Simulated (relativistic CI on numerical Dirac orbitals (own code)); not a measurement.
## Zn⁴⁺ (3d8) in a crystal field

Calculated by Dirac-Coulomb-Breit CI, KLI orbitals optimised for each configuration, a model potential for QED, valence Slater integrals scaled by 0.85, one configuration in a parametric crystal field (own radial code).

Field parameters in Wybourne normalisation: D3d B²₀ = −7Dσ, B⁴₀ = −14Dq − 21Dτ, B⁴₃ = −14√(10/7) Dq. The field is a parameter set, without covalency.

S is read from ⟨S²⟩ = S(S + 1).

Levels (cm⁻¹, degeneracy): 0 (1), 1 (2), 21175 (2), 29746 (1), 29803 (2), 30049 (2), 30540 (2), 30758 (1), 30946 (1), 37805 (1), 42837 (2), 42937 (1).

(1) Which field gives this pattern?
A. D3d, 10Dq = 29400, Dσ = 760, Dτ = 200 cm⁻¹
B. D3d, 10Dq = 29400, Dσ = -110, Dτ = 200 cm⁻¹
C. D3d, 10Dq = 29400, Dσ = -330, Dτ = 200 cm⁻¹
D. D3d, 10Dq = 29400, Dσ = 110, Dτ = 200 cm⁻¹

Answers

(1) B. D3d, 10Dq = 29400, Dσ = -110, Dτ = 200 cm⁻¹, ground level with S = 1.00.
